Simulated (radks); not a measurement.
Values are calculated unless marked as measured or tabulated.
How relativity changes the ionisation of neutral titanium ([Ar] 3d2 4s2) to Ti+ ([Ar] 3d2 4s1). Spin-unpolarised spherical Kohn-Sham, LDA (Slater exchange, Perdew-Wang correlation), point nucleus unless stated (finite: rms radius 3.5921 fm), a radial shooting solver on a logarithmic mesh with Libxc functionals. A level marked "c x" has the speed of light scaled by that factor and shares open shells by 2j + 1; other Dirac levels either fill j = l - 1/2 first or share by 2j + 1.

| level | E(Ti) (hartree) | E(Ti+) (hartree) | IE (eV) | HOMO | <r> HOMO (bohr) |
|---|---|---|---|---|---|
| non-rel. | -847.26930 | -846.99490 | 7.467 | 4s | 3.509 |
| scalar-rel. | -851.72463 | -851.44795 | 7.529 | 3d | 1.611 |
| scalar-rel., finite nucleus | -851.72283 | -851.44614 | 7.529 | 3d | 1.611 |
| Dirac, 2j+1 shares | -851.73317 | -851.45648 | 7.529 | 3d5/2 | 1.614 |
| Dirac, low j first | -851.73522 | -851.45864 | 7.526 | 3d3/2 | 1.609 |
| Dirac, 2j+1 shares, finite nucleus | -851.73136 | -851.45467 | 7.529 | 3d5/2 | 1.614 |
| Dirac, c x 0.85 | -853.47798 | -853.20039 | 7.554 | 3d5/2 | 1.621 |
| Dirac, c x 1.25 | -850.11319 | -849.83734 | 7.506 | 3d5/2 | 1.607 |
| Dirac, c x 100 | -847.26974 | -846.99534 | 7.467 | 4s1/2 | 3.509 |

NIST Atomic Spectra Database: 6.828 eV (measured). The relativistic part of the total energy of Ti is -4.462 hartree (Dirac, 2j+1 shares, finite nucleus), 0.53 % of the non-relativistic value. Spin polarisation and multiplet splitting of open shells are left out at every level.

Beside tabulated values, note that spin-unpolarised runs miss the spin-polarisation part of the exchange energy of open shells.
